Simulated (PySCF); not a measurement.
A GIAO shielding run with PySCF 2.14.0 with density-fitted response routines (density fitting, non-relativistic, gas phase) on `[SiH2]1[C@H](OCSC)C1`, C₄H₁₀OSSi:

```
$ OMP_NUM_THREADS=1 python probes_run.py task.json out

{"job": {"kind": "nmr", "xc": "PBE0", "basis": "pcSseg-1"}, "charge": 0, "multiplicity": 1}
C     -2.817621     0.972048     0.584995
S     -2.169143    -0.061108    -0.757706
C     -0.967595    -1.037994     0.233299
O      0.021564    -0.254112     0.799591
C      0.975222     0.214648    -0.126189
C      2.049150    -0.791339    -0.571956
Si     2.707390     0.593670     0.523067
H     -3.464401     0.374672     1.222242
H     -1.977752     1.367993     1.148932
H     -3.381610     1.777513     0.127649
H     -1.519495    -1.513857     1.045936
H     -0.572924    -1.790246    -0.457912
H      0.512668     0.793020    -0.924815
H      1.941662    -1.785163    -0.157743
H      2.258013    -0.818694    -1.632326
H      3.432617     1.674598    -0.118105
H      2.965257     0.296381     1.916712
```

Hardware: 1 thread of an Intel Xeon, shared host. The job also computes population analyses, field gradients, ring-centre shieldings.

Q: How large is the calculation?

A: 72 electrons, 183 basis functions and 995 auxiliary functions.

Q: How long does it take, and how much memory does it need?

A: 87 s of wall time, with 13 SCF cycles and 5 response iterations; peak memory 0.83 GiB. Times on a shared host scatter by some tens of per cent.
